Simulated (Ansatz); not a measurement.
```yaml
crystal:
  periodic: [true, true, true]
  atoms:
    - {symbol: C, position_ang: [3.883836, -0.523512, 1.363947]}
    - {symbol: O, position_ang: [2.742048, -1.488532, 1.483089]}
    - {symbol: Au, position_ang: [1.166167, -0.719201, 0.716231]}
    - {symbol: P, position_ang: [-0.826681, 0.221683, -0.276705]}
    - {symbol: C, position_ang: [-0.756200, 0.345455, -2.077915]}
    - {symbol: C, position_ang: [-2.300226, -1.058353, -0.078956]}
    - {symbol: C, position_ang: [-1.398472, 1.529824, 0.733477]}
    - {symbol: H, position_ang: [4.438119, -0.424180, 0.332869]}
    - {symbol: H, position_ang: [3.959146, 0.291337, 1.734202]}
    - {symbol: H, position_ang: [4.727519, -1.288911, 1.848463]}
    - {symbol: H, position_ang: [-0.492033, -0.488958, -2.583804]}
    - {symbol: H, position_ang: [-1.834586, 0.829282, -2.518611]}
    - {symbol: H, position_ang: [-0.183052, 1.172430, -2.249936]}
    - {symbol: H, position_ang: [-3.146577, -0.754463, -0.467937]}
    - {symbol: H, position_ang: [-1.901695, -2.090816, -0.706288]}
    - {symbol: H, position_ang: [-2.449002, -1.415929, 0.826469]}
    - {symbol: H, position_ang: [-0.894144, 2.454200, 0.499843]}
    - {symbol: H, position_ang: [-1.609174, 1.354821, 1.659941]}
    - {symbol: H, position_ang: [-2.519569, 1.764747, 0.052048]}
basis:
  gaussian: {orbitals: ANO-RCC-VTZP, nuclear_model: gaussian}
hamiltonian: {xc: {name: RPBE}, dispersion: d3bjatm}
scf: {lower_state_search: light}
output: {forces: true}
```

```sh
$ ansatz run in.yaml --threads 4 --pin off --events-out ev --progress --plain --max-ram 66560MiB --backend cuda --devices 0, --max-vram 37GiB
```

It prints (some lines left out):

```
Error: YAML parse error: error: line 2 column 3: crystal: missing field `lattice` (a structure is typed as `lattice` and `atoms`, a molecule's as `atoms` in Å alone, or read from a run's directory, `checkpoint`)
 --> <input>:2:3
1 | crystal:
2 |   periodic: [true, true, true]
3 |   atoms:
4 |     - {symbol: C, position_ang: [3.883836, -0.523512, 1.363947]}
```

In this input the molecule is marked periodic without a cell. The program refused the input.
